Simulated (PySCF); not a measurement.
A search over the determinants of HgC⁺

Unrestricted PBE0; PySCF, scalar-relativistic core potentials, basis sets Hg def2-SVP with ECP60, C def2-SVP. Outer shells of the fragments: Hg+ 5d10 6s1; C 2s2 2p2.

Followed along the bond (rough minima from three points):

```json
{"2Ms+1": "2", "unpaired": "π ↑", "⟨S²⟩ at the start": "0.77", "R at minimum (Å)": "2.18", "Te (eV)": "0.00"}
{"2Ms+1": "4", "unpaired": "σ ↑, π ↑↑", "⟨S²⟩ at the start": "3.76", "R at minimum (Å)": "none in the scan", "Te (eV)": "≤ 0.98"}
```

Solutions found at the starting distance of 2.185 Å, counted from the lowest of them; the search is not exhaustive and high or unbound solutions are not listed, so other states can lie among these:

| 2Ms+1 | unpaired | term | E (eV) | ⟨S²⟩ | ⟨Lz²⟩ | μ (D) |
| --- | --- | --- | --- | --- | --- | --- |
| 2 | π ↑ | ²Π | 0.00 | 0.77 | 1.00 | 1.25 |
| 4 | σ ↑, π ↑↑ | ⁴Σ⁻ | 1.06 | 3.76 | 0.00 | -0.42 |
| 2 | σ ↓, π ↑↑ | mixed | 1.81 | 1.77 | 0.00 | -0.58 |
| 2 | σ ↑, π ↑↓ | mixed | 1.96 | 1.77 | 2.01 | -0.57 |
| 4 | σ ↑↑, π ↑ | ⁴Π | 2.14 | 3.75 | 1.00 | 2.81 |
| 2 | σ ↑ | ²Σ⁺ | 2.23 | 0.76 | 0.00 | 4.10 |
| 4 | σ ↑, π ↑↑ | mixed | 7.36 | 3.77 | 2.01 | 3.91 |

A term symbol is given only where ⟨S²⟩ and ⟨Lz²⟩ are close to those of a pure state; real π, δ and φ orbitals otherwise mix terms. A positive dipole points towards C; it is taken about the centre of mass and depends on that origin.

Spin–orbit coupling is left out.
